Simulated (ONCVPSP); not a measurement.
# N (Z = 7): variants of one ONCV potential

Base potential:

ONCVPSP 4.0.1 input, shortened (lines: element, Z, core and valence counts, functional; n l f; lmax; l rc ep ncon nbas qcut; lloc lpopt rc5 dvloc0; l nproj debl; icmod fcfact rcfact), BLYP, scalar-relativistic:

```
  N 7.00    1    2  -106131      upf
    1    0    2.00
    2    0    1.50
    2    1    3.50
    2
    0    1.00    0.00    4    8    5.60
    1    2.60    0.00    4    7    6.20
    2    2.30    0.30    4    8    3.70
    4    5    1.00    6.00
    0    1    3.60
    1    2    2.30
    2    1    2.20
    0    0.00    0.00
```

Cutoffs, loose and tight: the cutoffs (Ha) at which the residual kinetic energy of the hardest occupied pseudo-wave falls to 1 and 0.1 mHa per electron. They do not see the model core or the augmentation charge, which bear on the density cutoff. Test errors are all-electron minus pseudo excitation energies from the reference, over the configurations 2s2 2p3; 2s2 2p2; 2s2 2p1; 2s1 2p3. A dash means not determined; rows that change the core or the reference have their own tests.

A true bound ghost makes a file unfit for plane-wave use even where its test errors are small: the radial tests pick states by their node count and pass the ghost by.

```json
{"change": "base", "outcome": "generated", "cutoff, loose": "91 Ha", "cutoff, tight": "169 Ha", "bound ghosts": "none", "GHOST(+) flags above zero": "none", "largest test error (meV)": "+1469"}
{"change": "p: qcut 8.8", "outcome": "generated", "cutoff, loose": "91 Ha", "cutoff, tight": "169 Ha", "bound ghosts": "none", "GHOST(+) flags above zero": "none", "largest test error (meV)": "+1061"}
{"change": "functional PBE", "outcome": "generated", "cutoff, loose": "91 Ha", "cutoff, tight": "169 Ha", "bound ghosts": "none", "GHOST(+) flags above zero": "none", "largest test error (meV)": "+1399"}
{"change": "s: qcut 6.3; p: qcut 7; d: qcut 4.2", "outcome": "generated", "cutoff, loose": "47 Ha", "cutoff, tight": "160 Ha", "bound ghosts": "none", "GHOST(+) flags above zero": "none", "largest test error (meV)": "+1246"}
```

Task: What comes out with this change to the base: local potential polynomial inside 1.00 bohr (lpopt 5, dvloc0 -1.5 Ha)?

Result: outcome: generated; cutoff, loose: 91 Ha; cutoff, tight: 169 Ha; bound ghosts: d; GHOST(+) flags above zero: none; largest test error (meV): +1472.
